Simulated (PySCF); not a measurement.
H₄O₄Si.
Numbering: `[OH:1][Si:2]([OH:3])([OH:4])[OH:5]` (hydrogens: H6 on O1; H7 on O3; H8 on O4; H9 on O5)

Structure used (GFN2-xTB), in Å, numbered top down from 1:
```
atom  x, y, z in Å
O1     0.517    1.305   -0.823
Si2    0.002    0.001   -0.002
O3     1.146   -1.140   -0.172
O4    -1.457   -0.382   -0.607
O5    -0.200    0.222    1.595
H6    -0.106    2.003   -1.001
H7     1.534   -1.269   -1.032
H8    -1.996   -1.005   -0.129
H9     0.574    0.271    2.147
```

Computed, not measured: PBE0/def2-SVPD in PySCF (dipole) on a GFN2-xTB geometry, gas phase.

Take the most abundant isotopes and a rigid rotor. 

(1) Give the principal moments of inertia and the rotational constants in GHz.

(2) What kind of rotor is it?

(3) Is it planar, by Δ = Ic − Ia − Ib?

Results:

(1) Ia = 122.05, Ib = 122.17, Ic = 134.01 u·Å²; 505379 MHz·u·Å²/I gives 4141, 4137 and 3771 MHz, that is A = 4.1407, B = 4.1366, C = 3.7713 GHz.

(2) An oblate symmetric top, as the point group S4 requires two equal moments; the computed ones differ by 0.10 % because the geometry is symmetric only within the optimiser's tolerance: κ = (2 × 4137 − 4141 − 3771)/(4141 − 3771) = 0.98.

(3) Not planar: Δ = Ic − Ia − Ib = -110.22 u·Å². For a rigid frame Δ = −2 Σ m c², so Σ m c² = 55.11 u·Å² lies off the ab plane: 6.77 from hydrogen and 48.33 from heavier atoms. The atom farthest from that plane is 1.30 Å away.

The point group S4 allows no dipole (computed: 0.02 D), so a rigid rotor has no electric-dipole lines.

**Question.** Estimate the classical rotational partition function at 10 K, 200 K and 500 K.

**Answer.** Point group S4, symmetry number σ = 2; q = (√π/σ)·√((kT/h)³/(ABC)), k/h = 20836.6 MHz/K: 332 at 10 K, 29700 at 200 K, 117000 at 500 K.

No GFN2-xTB frequencies stand behind this structure, so it isn't proved a minimum. Zero-point vibration and centrifugal distortion are left out.
